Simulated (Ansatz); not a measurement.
`C1C[SiH2]1` + `C[SiH](O)P` → `P[SiH]1CC1` + `C[SiH2]O`  (redistribution)

Isolated molecules relaxed with PBE0-D4/def2-TZVP in Ansatz; ΔE leaves out vibrations. CCSD(T)/CBS is the MP2 limit (def2-TZVPP, def2-QZVPP) plus CCSD(T) − MP2 in def2-TZVPP, frozen cores. This one scheme is used for every species. Each species was taken in one conformer, which may not be the lowest.

```json
{"species": "`C1C[SiH2]1`", "CCSD(T)/CBS(def2) energy (Eh)": "-368.74760"}
{"species": "`C[SiH](O)P`", "CCSD(T)/CBS(def2) energy (Eh)": "-747.51830"}
{"species": "`P[SiH]1CC1`", "CCSD(T)/CBS(def2) energy (Eh)": "-710.29768"}
{"species": "`C[SiH2]O`", "CCSD(T)/CBS(def2) energy (Eh)": "-405.96945"}
```

(1) Work out ΔE.

Largest T1 diagnostic among the species: 0.012.

Answers

(1) ΔE = (-710.29768) + (-405.96945) − (-368.74760) − (-747.51830) = -0.00123 Eh = -3.2 kJ/mol.
